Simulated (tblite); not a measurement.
Compound: C₃H₈OSe₂.
Bonds: C1–O2, O2–C3, C3–Se4, Se4–Se5, Se5–C6. Hydrogens: H7, H8, H9 on C1; H10, H11 on C3; H12, H13, H14 on C6.

Computed with GFN2-xTB (tblite), gas phase: L-BFGS steps from a force-field or distance-geometry start until the largest atomic force falls under 0.01 eV/Å.

Geometry at step 3:
```
atom  x, y, z in Å
C1     -3.0609    0.1312   -0.1159
O2     -2.1208    1.1792   -0.2832
C3     -0.9138    0.8490   -0.8434
Se4     0.1369   -0.5561    0.2106
Se5     1.7845    0.6300    1.3577
C6      3.6092    0.1112    0.6959
H7     -2.6177   -0.6421    0.5232
H8     -3.3866   -0.2830   -1.0739
H9     -3.9201    0.5636    0.3818
H10    -0.2999    1.7393   -0.7984
H11    -0.9719    0.4690   -1.8691
H12     4.0132    0.9414    0.1352
H13     3.5049   -0.7851    0.1026
H14     4.2424   -0.0680    1.5546
```

Question: Give the atomic forces at this geometry.

Answer: 
| atom | Fx (eV/Å) | Fy (eV/Å) | Fz (eV/Å) |
| --- | --- | --- | --- |
| C1 | 0.316 | 0.177 | -0.103 |
| O2 | -0.051 | -0.059 | 0.098 |
| C3 | -0.026 | -0.117 | 0.206 |
| Se4 | 0.338 | -0.033 | 0.005 |
| Se5 | -0.014 | 0.055 | 0.129 |
| C6 | -0.517 | 0.096 | -0.015 |
| H7 | -0.126 | -0.122 | -0.120 |
| H8 | 0.161 | -0.105 | -0.051 |
| H9 | -0.071 | 0.121 | 0.123 |
| H10 | 0.172 | 0.242 | -0.091 |
| H11 | -0.127 | -0.129 | 0.031 |
| H12 | -0.009 | 0.039 | -0.260 |
| H13 | 0.054 | -0.071 | -0.146 |
| H14 | -0.100 | -0.093 | 0.196 |

The largest, 0.53 eV/Å, acts on C6; the rms over all components is 0.157 eV/Å. The forces sum to zero within rounding, as they must for an isolated molecule in no field.

Question: Give the force on C6 in Eh/bohr and in nN.

Answer: 0.526 eV/Å ÷ 51.422 = 0.01023 Eh/bohr, and 0.526 eV/Å × 1.602 = 0.84 nN.

Question: How far is this geometry from the end of the optimisation?

Answer: 0.276 eV above it, and 1.043 Å rms away after alignment. The bonds farthest from their final lengths, with half the difference of the two atoms' forces along the bond (positive lengthens):

| bond | now (Å) | final (Å) | force along bond (eV/Å) |
| --- | --- | --- | --- |
| Se4–Se5 | 2.332 | 2.280 | -0.07 |
| Se5–C6 | 2.009 | 1.967 | -0.21 |
| C1–O2 | 1.418 | 1.410 | -0.22 |
| C3–H10 | 1.082 | 1.090 | +0.20 |
| C6–H12 | 1.080 | 1.087 | +0.14 |
| C6–H13 | 1.080 | 1.086 | +0.08 |

The angle farthest from its final value is Se4–Se5–C6, 110.4° against 100.7°.

Of the 2 listed bonds off by 0.010 Å or more, this force points towards the final length in 2.

The cost below is that of the whole relaxation. The run took 1.4 s on one thread, Intel Xeon at 2.70 GHz (x86_64), no GPU, shared host with 64 logical CPUs at a one-minute load of 46.
